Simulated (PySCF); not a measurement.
CH5BO2, singlet, at a GFN2-xTB geometry; PySCF with CAMB3LYP/6-31G*, polarisability by finite fields.

The PySCF input:
```python
from pyscf import gto, scf, dft

mol = gto.Mole()
mol.atom = '''
    B     0.08513893    0.07479530    0.00422111
    C    -1.16611060   -0.92832764   -0.09116728
    H    -0.89152523   -1.84347027   -0.61260839
    H    -2.01628096   -0.49853093   -0.61526548
    H    -1.50844394   -1.22107957    0.89962718
    O     0.07994256    1.31320768   -0.53870822
    H    -0.72135408    1.56918485   -0.99123148
    O     1.22853741   -0.27134266    0.64098241
    H     1.24073354   -1.14503492    1.02718277
'''
mol.basis = '6-31g*'
mol.verbose = 4
mol.build()

mf = dft.RKS(mol)
mf.xc = 'camb3lyp'
mf.conv_tol = 1e-11
mf.kernel()
h0, z, done = mf.get_hcore(), mol.intor('int1e_r')[2], []
def energy(F):
    f = mf.copy()
    f.scf_summary = {}
    f.get_hcore = lambda *a: h0 + F * z
    e = f.kernel(mf.make_rdm1())
    done.append(f.converged)
    return e
F = 0.05
alpha = -(energy(F) + energy(-F) - 2 * mf.e_tot) / F**2
print('alpha_zz =', alpha)
```

The log (banner, timings and long lists left out):

```
PySCF version 2.14.0

[INPUT] verbose = 4
[INPUT] num. atoms = 9
[INPUT] num. electrons = 32
[INPUT] charge = 0
[INPUT] spin (= nelec alpha-beta = 2S) = 0
[INPUT] symmetry False subgroup None
[INPUT] Mole.unit = angstrom
[INPUT] Symbol           X                Y                Z      unit          X                Y                Z       unit  Magmom
[INPUT]  1 B      0.085138930000   0.074795300000   0.004221110000 AA    0.160889260239   0.141342632405   0.007976741842 Bohr   0.0
[INPUT]  2 C     -1.166110600000  -0.928327640000  -0.091167280000 AA   -2.203629664952  -1.754284993464  -0.172281190722 Bohr   0.0
[INPUT]  3 H     -0.891525230000  -1.843470270000  -0.612608390000 AA   -1.684738517840  -3.483653929078  -1.157662078711 Bohr   0.0
[INPUT]  4 H     -2.016280960000  -0.498530930000  -0.615265480000 AA   -3.810218804575  -0.942086922325  -1.162683251099 Bohr   0.0
[INPUT]  5 H     -1.508443940000  -1.221079570000   0.899627180000 AA   -2.850545920860  -2.307505963602   1.700048984415 Bohr   0.0
[INPUT]  6 O      0.079942560000   1.313207680000  -0.538708220000 AA    0.151069544097   2.481602859875  -1.018010996852 Bohr   0.0
[INPUT]  7 H     -0.721354080000   1.569184850000  -0.991231480000 AA   -1.363161650038   2.965329605317  -1.873156023247 Bohr   0.0
[INPUT]  8 O      1.228537410000  -0.271342660000   0.640982410000 AA    2.321599238682  -0.512763313311   1.211281205564 Bohr   0.0
[INPUT]  9 H      1.240733540000  -1.145034920000   1.027182770000 AA    2.344646584162  -2.163802401863   1.941094115172 Bohr   0.0

nuclear repulsion = 114.759585343114
number of shells = 34
number of NR pGTOs = 128
number of NR cGTOs = 66
basis = 6-31g*
ecp = {}

******** <class 'pyscf.dft.rks.RKS'> ********
method = RKS
initial guess = minao
damping factor = 0
level_shift factor = 0
DIIS = <class 'pyscf.scf.diis.CDIIS'>
diis_start_cycle = 1
diis_space = 8
diis_damp = 0
SCF conv_tol = 1e-11
SCF conv_tol_grad = None
SCF max_cycles = 50
direct_scf = True
direct_scf_tol = 1e-13
XC library pyscf.dft.libxc version 7.1.2
    S. Lehtola, C. Steigemann, M. J. T. Oliveira, and M. A. L. Marques,  SoftwareX 7, 1–5 (2018)
XC functionals = camb3lyp
    T. Yanai, D. P. Tew, and N. C. Handy,  Chem. Phys. Lett. 393, 51 (2004)
radial grids:
    Treutler-Ahlrichs [JCP 102, 346 (1995); DOI:10.1063/1.469408] (M4) radial grids

becke partition: Becke, JCP 88, 2547 (1988); DOI:10.1063/1.454033
pruning grids: <function nwchem_prune>
grids dens level: 3
symmetrized grids: False
atomic radii adjust function: <function treutler_atomic_radii_adjust>
small_rho_cutoff = 0
Set gradient conv threshold to 3.16228e-06
Initial guess from minao.
tot grids = 105368
init E= -216.773757549806
  HOMO = -0.393537809948508  LUMO = 0.0139630025801156  gap/eV = 11.08866
cycle= 1 E= -216.27075272858  delta_E= 0.503  |g|= 0.873  |ddm|= 2.57
  HOMO = -0.218039291287845  LUMO = 0.131117401264247  gap/eV = 9.50104
cycle= 2 E= -216.237323789265  delta_E= 0.0334  |g|= 1.01  |ddm|= 1.26
  HOMO = -0.354585551901784  LUMO = 0.109286530786775  gap/eV = 12.62260
cycle= 3 E= -216.41849095677  delta_E= -0.181  |g|= 0.0608  |ddm|= 0.689
  HOMO = -0.364978696248912  LUMO = 0.110675318596482  gap/eV = 12.94321
cycle= 4 E= -216.419262203687  delta_E= -0.000771  |g|= 0.0238  |ddm|= 0.0593
  HOMO = -0.361662126578401  LUMO = 0.112028530352218  gap/eV = 12.88978
cycle= 5 E= -216.41940665986  delta_E= -0.000144  |g|= 0.00382  |ddm|= 0.0222
  HOMO = -0.361975255876755  LUMO = 0.11176743796253  gap/eV = 12.89120
cycle= 6 E= -216.419410361125  delta_E= -3.7e-06  |g|= 0.000765  |ddm|= 0.00382
  HOMO = -0.362093921266435  LUMO = 0.11172146250895  gap/eV = 12.89317
cycle= 7 E= -216.419410523509  delta_E= -1.62e-07  |g|= 0.000317  |ddm|= 0.00112
  HOMO = -0.362082475514345  LUMO = 0.111721855772515  gap/eV = 12.89287
cycle= 8 E= -216.419410543587  delta_E= -2.01e-08  |g|= 0.000134  |ddm|= 0.000342
  HOMO = -0.362081364283665  LUMO = 0.111721783834646  gap/eV = 12.89284
cycle= 9 E= -216.419410547047  delta_E= -3.46e-09  |g|= 2.07e-05  |ddm|= 0.000108
  HOMO = -0.362083840147394  LUMO = 0.111721164569941  gap/eV = 12.89289
cycle= 10 E= -216.419410547196  delta_E= -1.49e-10  |g|= 3.04e-06  |ddm|= 3.44e-05
  HOMO = -0.362083319721482  LUMO = 0.111721351591105  gap/eV = 12.89288
cycle= 11 E= -216.4194105472  delta_E= -4.04e-12  |g|= 7.37e-07  |ddm|= 5.51e-06
  HOMO = -0.362083480908781  LUMO = 0.111721311396072  gap/eV = 12.89289
Extra cycle  E= -216.4194105472  delta_E= -5.68e-13  |g|= 6.7e-07  |ddm|= 1.26e-06
converged SCF energy = -216.4194105472

******** <class 'pyscf.dft.rks.RKS'> ********
method = RKS
initial guess = minao
damping factor = 0
level_shift factor = 0
DIIS = <class 'pyscf.scf.diis.CDIIS'>
diis_start_cycle = 1
diis_space = 8
diis_damp = 0
SCF conv_tol = 1e-11
SCF conv_tol_grad = None
SCF max_cycles = 50
direct_scf = True
direct_scf_tol = 1e-13
XC library pyscf.dft.libxc version 7.1.2
    S. Lehtola, C. Steigemann, M. J. T. Oliveira, and M. A. L. Marques,  SoftwareX 7, 1–5 (2018)
XC functionals = camb3lyp
    T. Yanai, D. P. Tew, and N. C. Handy,  Chem. Phys. Lett. 393, 51 (2004)
radial grids:
    Treutler-Ahlrichs [JCP 102, 346 (1995); DOI:10.1063/1.469408] (M4) radial grids

becke partition: Becke, JCP 88, 2547 (1988); DOI:10.1063/1.454033
pruning grids: <function nwchem_prune>
grids dens level: 3
symmetrized grids: False
atomic radii adjust function: <function treutler_atomic_radii_adjust>
small_rho_cutoff = 0
Overwritten attributes  get_hcore  of <class 'pyscf.dft.rks.RKS'>
Set gradient conv threshold to 3.16228e-06
init E= -216.416532278258
  HOMO = -0.335652107736445  LUMO = 0.0338277521887673  gap/eV = 10.05406
cycle= 1 E= -216.443662448686  delta_E= -0.0271  |g|= 0.105  |ddm|= 0.739
  HOMO = -0.365126311601304  LUMO = 0.0600709700141873  gap/eV = 11.57021
cycle= 2 E= -216.445077241945  delta_E= -0.00141  |g|= 0.0781  |ddm|= 0.147
  HOMO = -0.352918885085614  LUMO = 0.0555618227422245  gap/eV = 11.11533
cycle= 3 E= -216.446123415379  delta_E= -0.00105  |g|= 0.026  |ddm|= 0.0676
  HOMO = -0.355854735338654  LUMO = 0.0555362131077923  gap/eV = 11.19452
cycle= 4 E= -216.446243723332  delta_E= -0.00012  |g|= 0.00176  |ddm|= 0.0174
  HOMO = -0.356065989166341  LUMO = 0.0555053207041243  gap/eV = 11.19943
cycle= 5 E= -216.446244793115  delta_E= -1.07e-06  |g|= 0.00105  |ddm|= 0.00391
  HOMO = -0.356001353069234  LUMO = 0.0555941649811476  gap/eV = 11.20008
cycle= 6 E= -216.446245072698  delta_E= -2.8e-07  |g|= 0.00015  |ddm|= 0.00112
  HOMO = -0.356023750382115  LUMO = 0.0556035087525792  gap/eV = 11.20095
cycle= 7 E= -216.446245080968  delta_E= -8.27e-09  |g|= 7.62e-05  |ddm|= 0.000304
  HOMO = -0.356022396914275  LUMO = 0.0556060212439058  gap/eV = 11.20098
cycle= 8 E= -216.446245082396  delta_E= -1.43e-09  |g|= 2.42e-05  |ddm|= 0.000104
  HOMO = -0.356023048278458  LUMO = 0.0556038452712198  gap/eV = 11.20094
cycle= 9 E= -216.44624508257  delta_E= -1.74e-10  |g|= 2.77e-06  |ddm|= 3.64e-05
  HOMO = -0.356022817003104  LUMO = 0.0556040348120046  gap/eV = 11.20094
cycle= 10 E= -216.446245082576  delta_E= -5.57e-12  |g|= 7.32e-07  |ddm|= 9.86e-06
  HOMO = -0.356022967100887  LUMO = 0.0556039970698081  gap/eV = 11.20094
Extra cycle  E= -216.446245082576  delta_E= -2.27e-13  |g|= 4.05e-07  |ddm|= 1.61e-06
converged SCF energy = -216.446245082576

******** <class 'pyscf.dft.rks.RKS'> ********
method = RKS
initial guess = minao
damping factor = 0
level_shift factor = 0
DIIS = <class 'pyscf.scf.diis.CDIIS'>
diis_start_cycle = 1
diis_space = 8
diis_damp = 0
SCF conv_tol = 1e-11
SCF conv_tol_grad = None
SCF max_cycles = 50
direct_scf = True
direct_scf_tol = 1e-13
XC library pyscf.dft.libxc version 7.1.2
    S. Lehtola, C. Steigemann, M. J. T. Oliveira, and M. A. L. Marques,  SoftwareX 7, 1–5 (2018)
XC functionals = camb3lyp
    T. Yanai, D. P. Tew, and N. C. Handy,  Chem. Phys. Lett. 393, 51 (2004)
radial grids:
    Treutler-Ahlrichs [JCP 102, 346 (1995); DOI:10.1063/1.469408] (M4) radial grids

becke partition: Becke, JCP 88, 2547 (1988); DOI:10.1063/1.454033
pruning grids: <function nwchem_prune>
grids dens level: 3
symmetrized grids: False
atomic radii adjust function: <function treutler_atomic_radii_adjust>
small_rho_cutoff = 0
Set gradient conv threshold to 3.16228e-06
init E= -216.422288816142
  HOMO = -0.341213863611827  LUMO = 0.0322250543507634  gap/eV = 10.16179
cycle= 1 E= -216.450080049261  delta_E= -0.0278  |g|= 0.104  |ddm|= 0.79
  HOMO = -0.361578476561663  LUMO = 0.060695019935527  gap/eV = 11.49065
cycle= 2 E= -216.451704025707  delta_E= -0.00162  |g|= 0.0709  |ddm|= 0.145
  HOMO = -0.353591892079282  LUMO = 0.0552795994170814  gap/eV = 11.12596
cycle= 3 E= -216.452575565039  delta_E= -0.000872  |g|= 0.0257  |ddm|= 0.0641
  HOMO = -0.355746596511577  LUMO = 0.055583836392525  gap/eV = 11.19287
cycle= 4 E= -216.452692449816  delta_E= -0.000117  |g|= 0.00181  |ddm|= 0.0172
  HOMO = -0.355937730427689  LUMO = 0.0556272619306108  gap/eV = 11.19925
cycle= 5 E= -216.452693587484  delta_E= -1.14e-06  |g|= 0.00101  |ddm|= 0.00415
  HOMO = -0.355880753162098  LUMO = 0.055680084998377  gap/eV = 11.19914
cycle= 6 E= -216.452693857202  delta_E= -2.7e-07  |g|= 0.000162  |ddm|= 0.00112
  HOMO = -0.355882708808436  LUMO = 0.0557011603619415  gap/eV = 11.19977
cycle= 7 E= -216.452693865083  delta_E= -7.88e-09  |g|= 8.84e-05  |ddm|= 0.000272
  HOMO = -0.355893128411121  LUMO = 0.0556976251136416  gap/eV = 11.19995
cycle= 8 E= -216.452693866844  delta_E= -1.76e-09  |g|= 2e-05  |ddm|= 0.000101
  HOMO = -0.355891533259894  LUMO = 0.0556968748053617  gap/eV = 11.19989
cycle= 9 E= -216.452693866981  delta_E= -1.37e-10  |g|= 2.52e-06  |ddm|= 3.67e-05
  HOMO = -0.355891604707072  LUMO = 0.0556969974810251  gap/eV = 11.19990
cycle= 10 E= -216.452693866986  delta_E= -5.12e-12  |g|= 4.56e-07  |ddm|= 9.68e-06
  HOMO = -0.355891641167436  LUMO = 0.0556969642187726  gap/eV = 11.19990
Extra cycle  E= -216.452693866985  delta_E= 5.68e-13  |g|= 1.98e-07  |ddm|= 1.3e-06
converged SCF energy = -216.452693866985
alpha_zz = 24.04714206440985
```
